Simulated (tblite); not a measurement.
Task: Give a GFN2-xTB geometry of InChI=1S/C6H7N2S/c1-5(2)3-6-4-7-9-8-6/h1,4H,3H2,2H3. (Doublet state.)

Result: 
```xyz
16
C6H7N2S angstrom
C     -1.273    1.583    0.913
C     -1.157    0.523    0.191
C     -1.841   -0.786    0.458
C     -0.259    0.483   -1.075
C      0.992   -0.227   -0.730
C      2.195    0.369   -0.274
N      3.129   -0.501    0.014
S      2.555   -1.998   -0.256
N      1.079   -1.545   -0.756
H     -0.931    2.588    0.969
H     -2.633   -0.941   -0.274
H     -2.276   -0.799    1.453
H     -1.126   -1.600    0.360
H     -0.039    1.496   -1.407
H     -0.803   -0.060   -1.847
H      2.382    1.421   -0.161
```

Orientation and origin are arbitrary. Atoms count from 1 in this order. N9 (nitrogen bonded to C and S) is bent (angle 109.4°). C2 (carbon bonded to 3 C) is planar (angles 125.3°, 122.0° and 112.7°, sum 360.0°, 0.00 Å off the plane of its three neighbours). C5 (carbon bonded to 2 C and N) is planar (angles 126.2°, 122.0° and 111.7°, sum 359.9°, 0.02 Å off the plane of its three neighbours). C6 (carbon bonded to C, N and H) is planar (angles 126.4°, 120.2° and 113.4°, sum 360.0°, 0.00 Å off the plane of its three neighbours).

Bonds between heavy atoms (Å): C1=C2 1.288, C2–C3 1.501, C2–C4 1.552, C4–C5 1.479, C5–C6 1.417, C6–N7 1.309, N7–S8 1.625, S8–N9 1.622, C5–N9 1.321.

Structure optimised with GFN2-xTB, isolated species. This method treats the open shell by occupation alone, without spin polarisation.

Point group: C1 (no symmetry element, even within 0.4 Å). Its GFN2-xTB frequencies are all real (lowest 42 cm⁻¹). Torsions: C1–C2–C4–C5 103°, C2–C4–C5–C6 -92°. 3 starts were optimised and ended at 0.00, 0.80 and 1.67 kcal/mol (GFN2-xTB); the lowest of these is shown.

One conformer stands for the species.

These are computed values.
